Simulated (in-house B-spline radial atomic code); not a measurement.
Values are calculated unless marked as measured or tabulated.
C6 from the polarisability at imaginary frequency: the indium ion In³⁺

BHandHLYP linear response of the closed shell [Kr] 4d10, from an all-electron radial atomic-structure program (B-spline basis); scalar-relativistic (spin-free one-electron X2C), finite nucleus, no spin-orbit coupling; shells from n = 2 respond.

The dispersion coefficient of two like species is C6 = (3/π) ∫ α(iu)² du from 0 to ∞.

```json
{"u (hartree)": "0", "α(iu) (bohr³)": "3.36"}
{"u (hartree)": "0.24", "α(iu) (bohr³)": "3.267"}
{"u (hartree)": "0.56", "α(iu) (bohr³)": "2.938"}
{"u (hartree)": "0.96", "α(iu) (bohr³)": "2.444"}
{"u (hartree)": "1.6", "α(iu) (bohr³)": "1.782"}
{"u (hartree)": "2.4", "α(iu) (bohr³)": "1.228"}
{"u (hartree)": "3.6", "α(iu) (bohr³)": "0.7561"}
{"u (hartree)": "5.6", "α(iu) (bohr³)": "0.4024"}
{"u (hartree)": "8", "α(iu) (bohr³)": "0.2311"}
{"u (hartree)": "12", "α(iu) (bohr³)": "0.1213"}
{"u (hartree)": "20", "α(iu) (bohr³)": "0.05401"}
{"u (hartree)": "40", "α(iu) (bohr³)": "0.01767"}
```

**Question.** Fit one oscillator, α(iu) = α(0)/(1 + u²/ω²), through u = 0.96 and estimate C6.

**Answer.** From α(0)/α(iu) − 1 = 3.36/2.444 − 1 = 0.3748, ω = u/√0.3748 = 1.5681 hartree (42.7 eV). London's formula gives C6 = (3/4) α(0)² ω = 0.75 × 3.36² × 1.5681 = 13.28 hartree·bohr⁶, and the oscillator holds f = α(0) ω² = 8.26 electrons, of a sum of oscillator strengths of 44.5.

**Question.** How does that compare with the full integral?

**Answer.** The program's quadrature over all excitations gives C6 = 14.78, so the single oscillator is off by -10.1 %. At the last point the fit gives α = 0.00516 against 0.0177: higher excitations, and deeper shells where there are any, keep the true curve higher at large u.
